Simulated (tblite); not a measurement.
Problem. What does the GFN2-xTB structure of `C1C(=[C]C(=S)C)C=1` [radical] look like in three dimensions? (Doublet state.)

Solution. 
Z-matrix in Å and degrees, rows numbered from 1:
```
C 
C   1  1.4981
S   2  1.7191  1  117.99
C   2  1.3301  1  122.72  3   179.65
C   4  1.2703  2  172.04  1   179.80
C   5  1.4718  4  153.21  2   -97.68
C   6  1.3106  5   63.57  4  -171.15
H   1  1.0892  2  109.82  3    57.80
H   1  1.0879  2  110.91  3   178.85
H   1  1.0895  2  109.68  3   -60.36
H   6  1.0621  5  144.74  7  -179.86
H   7  1.0623  5  144.81  6   179.80
```

C5 (carbon bonded to 3 C) has angles 153.4°, 153.2° and 52.9°, sum 359.4°, 0.04 Å off the plane of its three neighbours. The 3-membered ring C5–C6–C7 has internal angles of 52.9° to 63.6°. The C–C distances run from 1.270 Å (C4=C5, drawn double) to 1.498 Å (C1–C2, drawn single), a spread of 0.228 Å. C2 (carbon bonded to 2 C and S) is planar (angles 122.7°, 119.3° and 118.0°, sum 360.0°, 0.00 Å off the plane of its three neighbours).

Computed geometry: GFN2-xTB, gas phase. This method treats the open shell by occupation alone, without spin polarisation.

Point group: Cs (tolerance 0.08 Å). Its GFN2-xTB frequencies are all real (lowest 76 cm⁻¹). 3 starts were optimised and ended at 0.00, 0.00 and 0.04 kcal/mol (GFN2-xTB); the lowest of these is shown.

Hardware: AMD EPYC 7R43, one thread, shared host with 256 logical CPUs at a one-minute load of 59. Cost: 0.78 s wall. This is the geometry optimisation.
